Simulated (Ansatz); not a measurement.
Molecule: sum formula BOF$_{2}$, net charge 0, doublet state. It need not be the lowest isomer of its formula. 
Coordinates optimised at B3LYP-D3(BJ)/def2-TZVP (Ansatz, a first-principles code):
```
B
F 1 1.3198
F 1 1.3198 2 121.32
O 1 1.3598 2 119.34 3 -180.00
```
Charge 0, spin multiplicity 2.

Basis-set convergence of Hartree-Fock and MP2 correlation energies (hartree) with Ansatz. Cores are frozen in the correlated levels unless marked. Open shells are spin-unrestricted. No spin-orbit coupling. No relativistic terms.

| basis | functions | E(HF) | E(corr, MP2) |
|---|---|---|---|
| aug-cc-pVDZ | 92 | -298.58528 | -0.62506 |
| aug-cc-pVTZ | 184 | [?] | [?] |

**Question.** What belongs in the gaps?

**Answer.** 
- aug-cc-pVTZ, E(HF): -298.67799
- aug-cc-pVTZ, E(corr, MP2): -0.78793
